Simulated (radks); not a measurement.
Ga, configuration [Ar] 3d10 4s2 4p1 (the NIST ground configuration).

Calculated with a radial shooting solver on a logarithmic mesh with Libxc functionals: Dirac Kohn-Sham, PBE, spin-unpolarised, spherical densities, finite nucleus; open shells fill j = l - 1/2 first; Fermi nuclear charge, rms radius 3.9973 fm.

Energy parts (hartree):
part                       energy
total                 -1944.01089
kinetic                1982.60553
electron-nucleus      -4690.73287
Hartree                 839.65656
exchange-correlation    -75.54011

Orbitals (lengths in bohr, moments of r in powers of bohr; <r^-3> diverges for s and p1/2):
orbital,occ.,eigenvalue (hartree),<r^-3>,<r^4>
1s1/2,2,-375.8301,-,0.00002599
2s1/2,2,-46.36863,-,0.005432
2p1/2,2,-41.04582,-,0.003844
2p3/2,4,-40.02955,860.5,0.004088
3s1/2,2,-5.43912,-,0.3911
3p1/2,2,-3.71908,-,0.4993
3p3/2,4,-3.58584,113.7,0.5326
3d3/2,4,-0.71136,11.91,1.988
3d5/2,6,-0.69440,11.57,2.063
4s1/2,2,-0.32705,-,71.52
4p1/2,1,-0.09637,-,393.9
4p3/2,0,-0.09215,3.613,427.9

The highest occupied level is 4p1/2 at -2.622 eV. The electron density at the nucleus is 2.825e+04 e/bohr^3.
